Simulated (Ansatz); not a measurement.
`[CH3][GeH2][Cl]` + Cl• → `[CH3][GeH][Cl]`• + HCl  (hydrogen abstraction from a Ge–H bond)

Calculated with Ansatz (gas phase, PBE0-D4/def2-TZVP geometries, no zero-point term in ΔE). CCSD(T)/CBS is the MP2 limit (def2-TZVPP, def2-QZVPP) plus CCSD(T) − MP2 in def2-TZVPP, frozen cores. This one scheme is used for every species, atoms too. Open shells (•) are unrestricted, without spin–orbit coupling. Spin–orbit coupling would lower the free atoms: a little for Cl. Bonds to Ge are less sure, by a few kJ/mol each and by 10 to 20 or more in all where they break to atoms, as the def2 sets lack core-valence functions. Scalar relativity is left out up to krypton.

```
             level  ΔE (kJ/mol)
       HF/def2-SVP        -19.8
SCS-MP2/def2-QZVPP        -68.2
```

(1) What does CCSD(T)/CBS give? (An estimate is asked.)

(2) What do rigid-rotor, harmonic-oscillator terms from PBE0-D4/def2-TZVP frequencies (298.15 K, 1 bar) make of the CCSD(T)/CBS value? (Best estimate.)

Largest T1 diagnostic among the species: 0.012.

## Answers

(1) Computed: -71.0 kJ/mol. The listed levels differ from it by 51.2, 2.8 kJ/mol.

(2) The calculation gave: ΔZPE = -5.8 kJ/mol, ΔH = -74.8 kJ/mol, ΔS = 23 J/(mol·K), ΔG = -81.6 kJ/mol. Open shells count their whole term as degenerate.

From r2SCAN to r2SCAN0 (25 % exact exchange), in def2-TZVPP and without D4, ΔE moves by +9.1 kJ/mol. At CCSD(T), def2-SVP lies +21.3 kJ/mol from the extrapolated value and def2-TZVPP +6.3 kJ/mol.

CCSD(T)/CBS has its own doubt, a few kJ/mol and more with outer-core shells, so smaller differences from it don't rank the levels.
